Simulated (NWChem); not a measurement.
Molecule: BN$_{2}$H$_{5}$O; SMILES NB(N)O

Program: NWChem. Pople sets run with spherical d functions. Each level has its own optimisation; frequencies are unscaled. One conformer.

| level | r B–O (Å) | r H–O (Å) | r H–N (Å) | highest harmonic frequency (cm⁻¹) | lowest (cm⁻¹) | zero-point energy (kcal/mol) | dipole (D) |
|---|---|---|---|---|---|---|---|
| Hartree-Fock/STO-3G | 1.376 | 0.982 | 1.014 | 4305 | 110 | 51.5 | 1.65 |
| Hartree-Fock/6-31G* | 1.376 | 0.944 | 0.994 | 4145 | 78 | 47.6 | 1.98 |
| PBE0/def2-SVP | 1.382 | 0.959 | 1.009 | 3960 | 47 | 44.8 | 1.90 |
